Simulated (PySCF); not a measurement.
GaH₂, SMILES [GaH2], multiplicity 2. Atoms are numbered in the order given.

```xyz
3

Ga     0.0000     0.0000     0.0485
H      0.0000    -1.3863    -0.7523
H      0.0000     1.3863    -0.7523
```
Charge 0, spin multiplicity 2.

Geometry optimised at B3LYP-D3(BJ)/def2-TZVPD. The spin state was assumed, not searched. The isomer is the one that the SMILES or the coordinates give; other isomers of the formula were not compared.

Calculation: TDA-PBE0/def2-TZVPD (PySCF 2.14.0).

Vertical excitations. Isolated molecule, no solvent.

Question: List the lowest excited states. (Estimate from the structure and the level; the computed values follow.)

Answer: 
```tsv
state	energy (eV)	λ (nm)	f	main pairs
root 1	1.87	664	0.012	α HOMO→LUMO 99 %
root 2	4.26	291	0.008	β HOMO→LUMO 95 %
root 3	4.70	264	0.000	α HOMO−1→LUMO 42 %, β HOMO→LUMO+1 57 %
root 4	4.71	263	0.092	α HOMO→LUMO+1 95 %
root 5	5.23	237	0.000	α HOMO−1→LUMO 58 %, β HOMO→LUMO+1 42 %
root 6	5.38	231	0.032	α HOMO→LUMO+2 94 %
root 7	5.53	224	0.154	α HOMO→LUMO+3 95 %
root 8	6.36	195	0.093	α HOMO→LUMO+4 95 %
root 9	6.37	195	0.097	α HOMO→LUMO+5 97 %
root 10	6.39	194	0.000	α HOMO→LUMO+6 99 %
```
Unrestricted roots are not spin-pure.
